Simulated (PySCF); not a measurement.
CH₃Cd, SMILES [Cd+][CH3], charge +1.

Geometry: B3LYP-D3(BJ)/def2-TZVP. The multiplicity is an assumed one; other spin states were not compared. The isomer is the one that the SMILES or the coordinates give; other isomers of the formula were not compared. The def2 effective core potentials stand for the cores of Cd; spin–orbit coupling is left out.

Level of theory: TDDFT-ωB97X/def2-TZVPD run with PySCF 2.14.0.

Vertical excitations; the highest root listed may be one member of a degenerate set.  State labels are in the subgroup Cs.

| state | symmetry | energy (eV) | λ (nm) | f | main pairs |
|---|---|---|---|---|---|
| S1 | A' | 4.86 | 255 | 0.472 | HOMO→LUMO 98 % |
| S2 | A" | 7.09 | 175 | 0.014 | HOMO−1→LUMO (degenerate set) |
| S3 | A' | 7.09 | 175 | 0.014 | HOMO−2→LUMO (degenerate set) |
| S4 | A' | 7.30 | 170 | 0.280 | HOMO→LUMO+1 (degenerate set) |
| S5 | A" | 7.30 | 170 | 0.280 | HOMO→LUMO+2 (degenerate set) |
| S6 | A' | 9.11 | 136 | 0.007 | HOMO→LUMO+3 94 % |
| S7 | A" | 9.88 | 125 | 0.000 | HOMO−3→LUMO (degenerate set) |
| S8 | A' | 9.88 | 125 | 0.000 | HOMO−4→LUMO (degenerate set) |
| T1 | A' | 2.53 | 491 | 0 | HOMO→LUMO 98 % |
| T2 | A" | 6.58 | 188 | 0 | HOMO→LUMO+2, HOMO−1→LUMO (degenerate set) |
| T3 | A' | 6.58 | 188 | 0 | HOMO→LUMO+1, HOMO−2→LUMO (degenerate set) |
| T4 | A" | 6.67 | 186 | 0 | HOMO−1→LUMO 71 %, HOMO→LUMO+2 25 % |
Triplets are in the Tamm–Dancoff approximation, which puts them higher than full response would, so one can lie above its singlet here.
